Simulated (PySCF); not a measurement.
# Relaxation of singlet H2TeO

Computed with PySCF, PBE0, basis Te def2-SVP with ECP28, O def2-SVP, H def2-SVP (scalar-relativistic core potentials, no spin–orbit coupling, density fitting). A (50,194) grid was used.

A start at the PBE0 minimum, of Cs symmetry, held to at least that symmetry:

```xyz
4
charge 0 multiplicity 1, angstrom
Te    0.0793    0.1374   -0.1046
O    -0.7119   -1.2332    0.7581
H     1.5458    0.3496    0.7280
H    -0.4703    1.5135    0.7280
```

Optimiser trace:
```
step  E − E(last) (kJ/mol)  largest gradient (Eh/bohr)
   0                  2.53                     0.02017
   1                  0.32                     0.00725
   2                  0.01                     0.00108
   3                  0.00                     0.00024
```

It ends at Cs with Te–H 1.710 Å (×2), Te–O 1.836 Å; H–Te–H 85.6°, H–Te–O 105.2° (×2) (after a last refinement on a finer grid). A frequency run shows a minimum.

Final geometry:
Coordinates in bohr (charge 0 multiplicity 1):
```
Te    0.1535    0.2659   -0.1959
O    -1.3806   -2.3916    1.4226
H     2.9456    0.7117    1.3671
H    -0.8568    2.9068    1.3671
```

The relaxation took 2.5 s on 2 threads of a shared Intel Xeon 6975P-C (Granite Rapids) host, with 50 basis functions and 4 gradients; the process peaked at 0.4 GiB. Launch command: `OMP_NUM_THREADS=2 python axn.py task.json out`.
